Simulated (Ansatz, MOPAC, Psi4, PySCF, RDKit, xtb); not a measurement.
Complex: PH3 (SMILES P) (first 4 atoms) with Si2H6 (SMILES [SiH3][SiH3]); geometry from B3LYP-D3(BJ)/def2-TZVP, rigid monomers moved along the line of their centres of mass till H4···Si5 is 4.71 Å.
(charge 0, multiplicity 1):
```xyz
12

P     -0.36015     0.22824    -0.07538
H      0.78130    -0.17925     0.66057
H      0.36734     1.17819    -0.83875
H     -0.74947     1.18356     0.89775
Si     0.76331     0.69382     5.33110
Si    -0.72201    -1.11952     5.26916
H      0.10950     1.91870     4.81106
H      1.96462     0.41104     4.50980
H      1.19266     0.94302     6.72927
H     -1.90679    -0.83491     6.11482
H     -0.05497    -2.34114     5.78157
H     -1.18260    -1.37919     3.88406
```

| level | interaction energy (meV) | cost |
|---|---|---|
| MMFF94 | -15.3 | - |
| UFF | -25.3 | - |
| GFN-FF | -23.2 | - |
| AM1 | 2.7 | - |
| PM3 | 3.8 | - |
| PM6 | -3.1 | - |
| PM7 | -24.2 | - |
| GFN1-xTB | -25.3 | - |
| GFN2-xTB | -28.4 | - |
| HF/STO-3G (no counterpoise) | 1.0 | - |
| HF/3-21G (no counterpoise) | -0.9 | - |
| HF/6-31G* | 2.6 | - |
| HF/6-31G* (no counterpoise) | -0.9 | - |
| HF/aug-cc-pV(D+d)Z | 2.0 | - |
| PBE/def2-TZVPPD | -7.2 | ×1 |
| PBE-D3(BJ)/def2-TZVPPD | -26.6 | ×1 |
| PBE-D4/def2-TZVPPD | -26.1 | ×1 |
| BP86/6-31G* (no counterpoise) | 9.6 | - |
| r2SCAN/def2-TZVPPD | -5.7 | ×2 |
| r2SCAN-D3(BJ)/def2-TZVPPD | -19.8 | ×2 |
| B3LYP/3-21G (no counterpoise) | 2.4 | - |
| B3LYP/6-31G* | 7.0 | - |
| B3LYP/6-31G* (no counterpoise) | 2.2 | - |
| B3LYP/LANL2DZ (no counterpoise) | 3.9 | - |
| B3LYP/def2-TZVPPD | 7.4 | ×1 |
| B3LYP-D3(BJ)/def2-TZVPPD | -20.0 | ×1 |
| B3LYP-D4/def2-TZVPPD | -18.1 | ×1 |
| PBE0/def2-TZVPPD | -4.9 | ×1 |
| PBE0-D3(BJ)/def2-TZVPPD | -26.1 | ×1 |
| PBE0-D4/def2-TZVPPD | -24.6 | ×1 |
| M06-2X/6-31G* (no counterpoise) | -16.9 | - |
| wB97X-V/def2-TZVPPD | -17.9 | ×3 |
| wB97M-V/def2-TZVPPD | -18.0 | ×4 |
| MP2/6-31G* | -6.2 | - |
| MP2/6-31G* (no counterpoise) | -12.0 | - |
| MP2/aug-cc-pV(D+d)Z | -18.3 | - |
| SCS-MP2/aug-cc-pV(D+d)Z | -13.7 | - |
| CCSD/aug-cc-pV(D+d)Z | -15.3 | - |
| CCSD(T)/aug-cc-pV(D+d)Z | -18.2 | ×9 |
| SAPT0/jun-cc-pV(D+d)Z | -11.1 | - |

The rows run from -28.4 (GFN2-xTB) to 9.6 meV (BP86/6-31G* (no counterpoise)). In aug-cc-pV(D+d)Z the value moves HF 2.0, MP2 -18.3, CCSD -15.3, CCSD(T) -18.2, a shift of -20.2 from HF to CCSD(T). The dispersion term adds -19.5 in PBE-D3(BJ), -18.9 in PBE-D4, -14.2 in r2SCAN-D3(BJ). The 6 functionals in def2-TZVPPD without D3 or D4 span 25.4, from wB97M-V to B3LYP.

Monomers are frozen at their geometry in the pair; levels with a basis set take the counterpoise correction. Rows marked so take none. RDKit's UFF carries no charges.

Frozen-core correlation. Rows in 3-21G, 6-31G*, LANL2DZ, STO-3G carry no dispersion term and start afresh at each structure (6-31G* with six Cartesian d functions). MP2/6-31G* freezes PySCF's default core. LANL2DZ brings its own core potentials from Na on. The state reached by AM1, PM3, PM6, PM7 isn't checked; PM7 holds dispersion and hydrogen-bond terms.

Programs: Ansatz (Gaussian basis) for Hartree–Fock, density functionals and correlated methods; MOPAC for AM1, PM3, PM6, PM7 (differences of heats of formation); Psi4 for SAPT; PySCF for 3-21G rows, 6-31G* rows, LANL2DZ rows, STO-3G rows, the dispersion terms; RDKit for the force fields; xtb for the GFN methods. 

Costs are rough ratios of core time to PBE/def2-TZVPPD (about 19 s over the structures, on one shared machine); a dash marks a level with no comparable run of its own.

Ansatz is an electronic-structure program.
